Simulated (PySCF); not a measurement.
## How methods differ on the electron affinity of Au

Au⁻ [Xe] 4f14 5d10 6s2 (1S) → Au [Xe] 4f14 5d10 6s1 (2S), as a difference of total energies. All numbers are calculated (PySCF 2.14, a scalar-relativistic core potential, in def2-TZVPPD with the def2 core potential (60 electrons) (6s5p3d2f1g, 59 functions)). Correlated levels: valence: 5s2 5p6 frozen; valence and next inner shell: nothing frozen outside the core potential. The calculations carry no spin-orbit coupling.

```csv
method,electron affinity (eV)
UHF,0.435
LDA,2.483
PBE,2.142
PBE0,1.873
r2SCAN,2.078
MN15,2.270
TPSS,2.013
wB97X-V,1.660
r2SCANh,2.002
MP2 (valence),2.013
SCS-MP2 (valence),1.966
MP2 (valence and next inner shell),2.136
SCS-MP2 (valence and next inner shell),2.054
```

How much does correlation contribute at MP2 (valence and next inner shell)?

2.136 − (0.435) = 1.701 eV, measured against UHF.

Errors of the correlated levels include the incompleteness of this basis and the frozen core.

In the anion the highest occupied orbital energy is positive at LDA, PBE, PBE0, r2SCAN, TPSS, r2SCANh, a self-interaction effect; the basis confines that electron, and the energy difference can still be sensible.

For comparison: 2.309 eV (measured; photodetachment measurements, as compiled on the Wikipedia data page of electron affinities).
